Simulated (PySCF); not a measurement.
## Computed spin Hamiltonian

Species: C4H4F3S (doublet state).
Structure used (GFN2-xTB), in Å, numbered top down from 1:
```xyz
12
C4H4F3S angstrom
C      2.3620   -0.3214    0.0680
S      0.9444   -1.2171   -0.1260
C     -0.3457   -0.0348    0.0760
C     -0.2311    1.2038    0.5524
C     -1.6660   -0.5824   -0.3927
F     -2.6868    0.2474   -0.1405
F     -1.6816   -0.8074   -1.7183
F     -1.9733   -1.7510    0.1906
H      2.3932    0.7203   -0.1753
H      3.2643   -0.8955    0.1142
H     -1.0850    1.8546    0.6134
H      0.7069    1.5829    0.9123
```

The hyperfine couplings belong to this conformer and change with its torsions.

The species is `[CH2]SC(=C)C(F)(F)F` [radical].

Level of theory: PySCF, UKS B3LYP, pcH-1 on C F H S, non-relativistic, mean-field spin-orbit, GIAO. Isolated species at its GFN2-xTB geometry (one conformer only). Couplings are sensitive to structure, and on GFN2-xTB geometries they can be far from those on DFT ones. Stability of the SCF solution: not tested.

```json
{
 "g1, g2, g3": "2.00197, 2.00308, 2.00762",
 "g_iso": "2.00422",
 "Form of g": "rhombic: the two nearest values differ by 20 % of g3 − g1",
 "⟨S²⟩": "0.7574 (exact 0.7500)",
 "HOMO–LUMO gap, α and β orbitals": "4.39, 5.00 eV",
 "Total energy": "-852.50510 Eh"
}
```

Hyperfine couplings atom by atom, in MHz; T1 to T3 are the principal values of the dipolar part:

```json
{"atom": "C1", "isotope": "13C", "a_iso": "101.0", "of which spin–orbit": "0.3", "T1": "-67.3", "T2": "-66.5", "T3": "133.8", "Mulliken spin population": "0.83"}
{"atom": "S2", "isotope": "33S", "a_iso": "6.8", "of which spin–orbit": "-0.3", "T1": "-21.3", "T2": "-17.6", "T3": "38.9", "Mulliken spin population": "0.14"}
{"atom": "C3", "isotope": "13C", "a_iso": "-1.4", "of which spin–orbit": "-0.1", "T1": "-9.1", "T2": "2.8", "T3": "6.3", "Mulliken spin population": "-0.05"}
{"atom": "C4", "isotope": "13C", "a_iso": "10.0", "of which spin–orbit": "-0.1", "T1": "-10.8", "T2": "-9.2", "T3": "19.9", "Mulliken spin population": "0.14"}
{"atom": "C5", "isotope": "13C", "a_iso": "0.0", "of which spin–orbit": "0.0", "T1": "-0.5", "T2": "-0.2", "T3": "0.7", "Mulliken spin population": "0.00"}
{"atom": "F6", "isotope": "19F", "a_iso": "-0.3", "of which spin–orbit": "0.0", "T1": "-1.5", "T2": "0.5", "T3": "1.0", "Mulliken spin population": "0.00"}
{"atom": "F7", "isotope": "19F", "a_iso": "9.6", "of which spin–orbit": "0.0", "T1": "-8.6", "T2": "-2.1", "T3": "10.7", "Mulliken spin population": "0.00"}
{"atom": "F8", "isotope": "19F", "a_iso": "0.4", "of which spin–orbit": "0.0", "T1": "-3.6", "T2": "-0.5", "T3": "4.1", "Mulliken spin population": "0.00"}
{"atom": "H9", "isotope": "1H", "a_iso": "-38.3", "of which spin–orbit": "0.1", "T1": "-31.1", "T2": "-1.1", "T3": "32.2", "Mulliken spin population": "-0.03"}
{"atom": "H10", "isotope": "1H", "a_iso": "-51.3", "of which spin–orbit": "0.1", "T1": "-31.8", "T2": "-1.6", "T3": "33.3", "Mulliken spin population": "-0.03"}
{"atom": "H11", "isotope": "1H", "a_iso": "-8.9", "of which spin–orbit": "0.0", "T1": "-5.9", "T2": "-0.8", "T3": "6.6", "Mulliken spin population": "-0.01"}
{"atom": "H12", "isotope": "1H", "a_iso": "-9.0", "of which spin–orbit": "0.0", "T1": "-3.6", "T2": "-0.8", "T3": "4.4", "Mulliken spin population": "0.00"}
```

The largest Mulliken spin populations are on C1 (+0.83), C4 (+0.14) and S2 (+0.14). The angles at C1 add up to 356.8°, so it is nearly planar; its axial dipolar tensor and the negative couplings of its protons fit spin in a p orbital normal to that plane.

Axes: g3 points within 2° of the S2–C3 bond.

Under fast tumbling the dipolar parts average out, and these isotropic splittings remain: 1 × 1H (H10, I = 1/2, 2 lines) with 1.83 mT, 1 × 1H (H9, I = 1/2, 2 lines) with 1.37 mT, 1 × 1H (H12, I = 1/2, 2 lines) with 0.32 mT, 1 × 1H (H11, I = 1/2, 2 lines) with 0.32 mT and 3 × 19F (F6/F7/F8, I = 1/2, 4 lines) with 0.12 mT.

Nuclei that the bonding pattern makes equivalent are averaged, as if the motion that swaps them (rotation, inversion, ring flip) were fast. H9 and H10 aren't averaged: C1 is flat or nearly so (angle sum 357°), and its turn about the short C1–S2 bond (1.69 Å) is taken as slow. The three 19F nuclei of mean +3.2 MHz run from -0.3 to 9.6 MHz in the frozen geometry.

The 33S coupling of S2 (6.8 MHz) shows only in satellite lines or after enrichment, since that isotope makes up about 0.76 % of natural sulfur.

The 13C coupling of C1 (101.0 MHz) shows only in satellite lines or after enrichment, since that isotope makes up about 1.07 % of natural carbon.

The spin density at the nucleus, in bohr⁻³, is negative for H10 (-0.0115), H9 (-0.0086) and H12 (-0.0020), for instance. A restricted open-shell determinant has no negative spin density anywhere; here it arises because α and β orbitals differ (spin polarisation).

On Arm Neoverse V2, one thread (shared host), this took 58 s wall (grids of density and orbitals included) and 0.89 GiB of memory at its peak.
